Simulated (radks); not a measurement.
The numbers below are computed, except where a source is named.
Species: Pb2+. Configuration: [Hg]. Level of theory: non-relativistic Kohn-Sham, PBE, spin-polarised, spherical densities, point nucleus; relativity is left out, which matters for an element this heavy (a radial shooting solver on a logarithmic mesh with Libxc functionals).

X-ray form factor f0, the Fourier transform of the density (f0(0) = 80):

sin(theta)/lambda (1/angstrom)  f0 (electrons)
0.05                                    79.124
0.1                                     76.716
0.15                                    73.290
0.2                                     69.380
0.25                                    65.367
0.3                                     61.468
0.4                                     54.384
0.5                                     48.429
0.6                                     43.518
0.8                                     35.831
1                                       29.717
1.25                                    23.612
1.5                                     19.271
2                                       14.599
